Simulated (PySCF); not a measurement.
PySCF input for ClH6NSi3, SMILES [SiH2]1N[SiH2][SiH]1Cl, TDDFT-CAM-B3LYP/def2-SVPD. The structure is a stationary point at PBE0-D3(BJ)/def2-SVP. This is a generated structure with no PubChem entry under its InChIKey; it may be hypothetical.

```python
import numpy as np
from pyscf import gto, scf, dft, tdscf

mol = gto.M(
    atom='''
    Cl    2.40643966    0.39409342    0.00000000
    Si    0.64481132   -0.71009387   -0.00000000
    Si   -1.04704214    0.04715795   -1.44992028
    N    -1.98042492    0.38883590    0.00000000
    Si   -1.04704214    0.04715795    1.44992028
    H     1.00053450   -2.15852204   -0.00000000
    H    -1.69887986   -0.95257410   -2.35571638
    H    -0.71629412    1.25190600   -2.27464248
    H    -2.92686492    0.75931028    0.00000000
    H    -0.71629412    1.25190600    2.27464248
    H    -1.69887986   -0.95257409    2.35571638
    ''',
    basis='def2-SVPD',
    charge=0,
    spin=0,
    symmetry=True,
    max_memory=1600,
    verbose=4,
)
mf = dft.RKS(mol, xc='cam-b3lyp').density_fit(auxbasis='def2-universal-jkfit')
mf.grids.level = 3
mf.conv_tol = 1e-9
mf.max_cycle = 100
mf.kernel()
mf.grids = dft.Grids(mol).set(level=1).build(with_non0tab=True)  # coarser grid for the response kernel
td = tdscf.TDDFT(mf)
td.singlet = True
td.nstates = 10
td.conv_tol = 1e-4
td.positive_eig_threshold = 1e-6
td.kernel(x0=td.get_init_guess(mf, 15))
td.analyze()
tt = tdscf.TDA(mf)
tt.singlet = False
tt.nstates = 4
tt.conv_tol = 1e-4
tt.positive_eig_threshold = 1e-6
tt.kernel(x0=tt.get_init_guess(mf, 9))
tt.analyze(verbose=3)
```

It prints:

```
PySCF version 2.14.0

[INPUT] verbose = 4
[INPUT] num. atoms = 11
[INPUT] num. electrons = 72
[INPUT] charge = 0
[INPUT] spin (= nelec alpha-beta = 2S) = 0
[INPUT] symmetry True subgroup None
[INPUT] Mole.unit = angstrom
[INPUT] Symbol           X                Y                Z      unit          X                Y                Z       unit  Magmom
[INPUT]  1 Cl     2.406439660000   0.394093420000   0.000000000000 AA    4.547511892691   0.744728631293   0.000000000000 Bohr   0.0
[INPUT]  2 Si     0.644811320000  -0.710093870000   0.000000000000 AA    1.218516796819  -1.341882937033   0.000000000000 Bohr   0.0
[INPUT]  3 Si    -1.047042140000   0.047157950000  -1.449920280000 AA   -1.978622885479   0.089115610096  -2.739952231653 Bohr   0.0
[INPUT]  4 N     -1.980424920000   0.388835900000   0.000000000000 AA   -3.742460709064   0.734793358399   0.000000000000 Bohr   0.0
[INPUT]  5 Si    -1.047042140000   0.047157950000   1.449920280000 AA   -1.978622885479   0.089115610096   2.739952231653 Bohr   0.0
[INPUT]  6 H      1.000534500000  -2.158522040000   0.000000000000 AA    1.890736183179  -4.079015489437   0.000000000000 Bohr   0.0
[INPUT]  7 H     -1.698879860000  -0.952574100000  -2.355716380000 AA   -3.210417653939  -1.800104162354  -4.451658785352 Bohr   0.0
[INPUT]  8 H     -0.716294120000   1.251906000000  -2.274642480000 AA   -1.353599711436   2.365759473700  -4.298451318501 Bohr   0.0
[INPUT]  9 H     -2.926864920000   0.759310280000   0.000000000000 AA   -5.530973102397   1.434888472767   0.000000000000 Bohr   0.0
[INPUT] 10 H     -0.716294120000   1.251906000000   2.274642480000 AA   -1.353599711436   2.365759473700   4.298451318501 Bohr   0.0
[INPUT] 11 H     -1.698879860000  -0.952574090000   2.355716380000 AA   -3.210417653939  -1.800104143457   4.451658785352 Bohr   0.0

nuclear repulsion = 421.68876405901
point group symmetry = Cs
symmetry origin: [-1.04984776e-09 -2.36215766e-09 -1.23358114e-17]
symmetry axis x: [1.00000000e+00 7.86680591e-10 5.36233834e-18]
symmetry axis y: [ 7.86680591e-10 -1.00000000e+00  3.97220061e-10]
symmetry axis z: [0.00000000e+00 3.97220061e-10 1.00000000e+00]
num. orbitals of irrep A' = 102
num. orbitals of irrep A" = 65
number of shells = 73
number of NR pGTOs = 261
number of NR cGTOs = 167
basis = def2-SVPD
ecp = {}


[settings echo left out]
init E= -1386.8864129569
HOMO (A") = -0.259191606772527  LUMO (A') = -0.0502484094408371  gap/eV = 5.68563
cycle= 1 E= -1386.61318932969  delta_E= 0.273  |g|= 0.457  |ddm|= 4.26
HOMO (A') = -0.273676029568669  LUMO (A') = -0.010516071200485  gap/eV = 7.16095
cycle= 2 E= -1386.6026307682  delta_E= 0.0106  |g|= 0.533  |ddm|= 1.39
HOMO (A") = -0.314740751445724  LUMO (A') = -0.00365009632729274  gap/eV = 8.46521
cycle= 3 E= -1386.66793918206  delta_E= -0.0653  |g|= 0.06  |ddm|= 0.697
HOMO (A") = -0.310593760886843  LUMO (A') = 0.0020254873665424  gap/eV = 8.50680
cycle= 4 E= -1386.66876186168  delta_E= -0.000823  |g|= 0.0272  |ddm|= 0.124
HOMO (A") = -0.312955975065069  LUMO (A') = 0.000650938695268444  gap/eV = 8.53368
cycle= 5 E= -1386.66897344532  delta_E= -0.000212  |g|= 0.00354  |ddm|= 0.0459
HOMO (A") = -0.312865063561446  LUMO (A') = 0.000782269663108792  gap/eV = 8.53478
cycle= 6 E= -1386.66897805907  delta_E= -4.61e-06  |g|= 0.000589  |ddm|= 0.00994
HOMO (A") = -0.313016017052487  LUMO (A') = 0.000710006294884824  gap/eV = 8.53692
cycle= 7 E= -1386.66897822433  delta_E= -1.65e-07  |g|= 0.0002  |ddm|= 0.00189
HOMO (A") = -0.312977946059778  LUMO (A') = 0.000735984327765227  gap/eV = 8.53659
cycle= 8 E= -1386.66897824091  delta_E= -1.66e-08  |g|= 4.23e-05  |ddm|= 0.00054
HOMO (A") = -0.312982551775197  LUMO (A') = 0.000734968199702646  gap/eV = 8.53669
cycle= 9 E= -1386.66897824177  delta_E= -8.6e-10  |g|= 1.01e-05  |ddm|= 0.000115
HOMO (A") = -0.312982935693404  LUMO (A') = 0.000734625010522461  gap/eV = 8.53669
Extra cycle  E= -1386.66897824182  delta_E= -4.55e-11  |g|= 6.34e-06  |ddm|= 3.37e-05
converged SCF energy = -1386.66897824182
tot grids = 45504
Overwritten attributes  positive_eig_threshold  of <class 'pyscf.tdscf.rks.TDDFT'>


******** <class 'pyscf.tdscf.rks.TDDFT'> for <class 'pyscf.df.df_jk.DFSymAdaptedRKS'> ********
nstates = 10 singlet
deg_eia_thresh = 1.000e-03
wfnsym = None
conv_tol = 0.0001
eigh lindep = 1e-12
eigh level_shift = 0
eigh max_cycle = 100


Excitation energies (eV)
[5.12645472 5.6849266  5.7365065  6.11994727 6.48951153 6.6218305
 6.75230239 7.01039385 7.07044811 7.15636921]

** Singlet excitation energies and oscillator strengths **
Excited State   1:   A"      5.12645 eV    241.85 nm  f=0.0005
      36 -> 37       -0.58605
      36 -> 38        0.38009
Excited State   2:   A"      5.68493 eV    218.09 nm  f=0.1124
      36 -> 37       -0.37089
      36 -> 38       -0.57312
      36 -> 41        0.10665
Excited State   3:   A'      5.73651 eV    216.13 nm  f=0.0017
      35 -> 37       -0.59717
      35 -> 38       -0.35165
Excited State   4:   A'      6.11995 eV    202.59 nm  f=0.0027
      35 -> 37        0.34956
      35 -> 38       -0.60018
Excited State   5:   A'      6.48951 eV    191.05 nm  f=0.0125
      34 -> 37       -0.57909
      34 -> 38        0.37994
Excited State   6:   A"      6.62183 eV    187.24 nm  f=0.0162
      36 -> 40        0.63132
      36 -> 41       -0.27779
Excited State   7:   A'      6.75230 eV    183.62 nm  f=0.2020
      36 -> 39        0.67872
Excited State   8:   A"      7.01039 eV    176.86 nm  f=0.0009
      35 -> 39        0.68113
      35 -> 42       -0.10811
Excited State   9:   A'      7.07045 eV    175.36 nm  f=0.0073
      35 -> 40        0.66470
      35 -> 45       -0.12244
Excited State  10:   A'      7.15637 eV    173.25 nm  f=0.0396
      31 -> 37        0.10529
      34 -> 37        0.34977
      34 -> 38        0.55204
      36 -> 42        0.13714

** Transition electric dipole moments (AU) **
state          X           Y           Z        Dip. S.      Osc.
  1         0.0000     -0.0000      0.0631      0.0040      0.0005
  2         0.0000     -0.0000      0.8981      0.8067      0.1124
  3         0.0221      0.1070      0.0000      0.0119      0.0017
  4         0.1327      0.0161      0.0000      0.0179      0.0027
  5         0.2667      0.0865     -0.0000      0.0786      0.0125
  6        -0.0000      0.0000      0.3162      0.1000      0.0162
  7        -1.0310      0.3976     -0.0000      1.2210      0.2020
  8        -0.0000      0.0000     -0.0742      0.0055      0.0009
  9         0.0589      0.1973      0.0000      0.0424      0.0073
 10         0.4714     -0.0597      0.0000      0.2257      0.0396

** Transition velocity dipole moments (imaginary part, AU) **
state          X           Y           Z        Dip. S.      Osc.
  1        -0.0000     -0.0000      0.0148      0.0002      0.0008
  2        -0.0000     -0.0000      0.1943      0.0378      0.1205
  3         0.0042      0.0181     -0.0000      0.0003      0.0011
  4         0.0253      0.0061     -0.0000      0.0007      0.0020
  5         0.0640      0.0244      0.0000      0.0047      0.0131
  6         0.0000      0.0000      0.0794      0.0063      0.0173
  7        -0.2648      0.1045     -0.0000      0.0810      0.2178
  8         0.0000      0.0000     -0.0204      0.0004      0.0011
  9         0.0184      0.0547      0.0000      0.0033      0.0085
 10         0.1275     -0.0153     -0.0000      0.0165      0.0418

** Transition magnetic dipole moments (imaginary part, AU) **
state          X           Y           Z
  1         0.7743     -0.4819      0.0000
  2         0.5591      1.0527      0.0000
  3        -0.0000      0.0000      1.0123
  4        -0.0000     -0.0000      0.2017
  5        -0.0000      0.0000      0.6858
  6         0.6523      0.7204     -0.0000
  7         0.0000      0.0000      0.4999
  8         0.0341     -0.4668     -0.0000
  9        -0.0000      0.0000      0.2730
 10        -0.0000      0.0000     -0.1172
Overwritten attributes  positive_eig_threshold  of <class 'pyscf.tdscf.rks.TDA'>


******** <class 'pyscf.tdscf.rks.TDA'> for <class 'pyscf.df.df_jk.DFSymAdaptedRKS'> ********
nstates = 4 triplet
deg_eia_thresh = 1.000e-03
wfnsym = None
conv_tol = 0.0001
eigh lindep = 1e-12
eigh level_shift = 0
eigh max_cycle = 100


Excitation energies (eV)
[4.55986282 5.05352799 5.43333858 5.62309807]

** Triplet excitation energies and oscillator strengths **
Excited State   1:   A"      4.55986 eV    271.90 nm  f=0.0000
Excited State   2:   A"      5.05353 eV    245.34 nm  f=0.0000
Excited State   3:   A'      5.43334 eV    228.19 nm  f=0.0000
Excited State   4:   A'      5.62310 eV    220.49 nm  f=0.0000
```

The calculation finished and met its thresholds.

Cost: about 7 core-minutes (a rough figure).
